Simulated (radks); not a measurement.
Neutral helium, [He]. All-electron calculation, non-relativistic Kohn-Sham, exchange-only LDA, spin-polarised, spherical densities, point nucleus. Program: a radial shooting solver on a logarithmic mesh with Libxc functionals. Every spin shell is full or empty, so the densities are truly spherical. Functionals are evaluated on that one density, not self-consistently. Rank these orbital-free kinetic functionals by their error against the exact value of the orbitals, and give that value: Thomas-Fermi, von Weizsacker, TF + vW, TF + vW/9, APBEK, revAPBEK, Perdew 92, Thakkar, Pearson, PG1, DePristo-Kress, Ernzerhof.

Answer. Exact: 2.72364 hartree. From best to worst, with 100 (|E| - |E exact|)/|E exact| (equal figures are ties): von Weizsacker 0.00, revAPBEK +0.16, Thakkar -0.34, Perdew 92 -0.34, TF + vW/9 -0.37, DePristo-Kress -0.63, APBEK -0.72, Ernzerhof +2.82, Pearson -5.12, Thomas-Fermi -11.48, PG1 +50.86, TF + vW +88.52.
